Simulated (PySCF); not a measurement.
How methods differ on the excitation energy of Cs

Cs [Xe] 6s1 (2S) → Cs [Xe] 5d1 (2D), as a difference of total energies. Calculation: PySCF 2.14, in x2c-TZVPPall; the spin-free X2C one-electron Hamiltonian (Gaussian nucleus). Correlated levels: valence and next inner shell: [Kr] 4d10 frozen. The calculations carry no spin-orbit coupling.

```csv
method,excitation energy (eV)
UHF,1.719
MP2 (valence and next inner shell),1.845
SCS-MP2 (valence and next inner shell),1.820
CCSD (valence and next inner shell),1.808
CCSD(T) (valence and next inner shell),1.819
```

Question: How much does correlation contribute at CCSD(T) (valence and next inner shell)?

Answer: 1.819 − (1.719) = 0.100 eV, measured against UHF.

Errors of the correlated levels include the incompleteness of this basis and the frozen core.

The coupled-cluster amplitudes are large for the upper state (T1 above 0.03 or a double amplitude above 0.15), so a single reference is strained.

For comparison: 1.805 eV (measured; NIST levels, between the centres of gravity of the two terms).
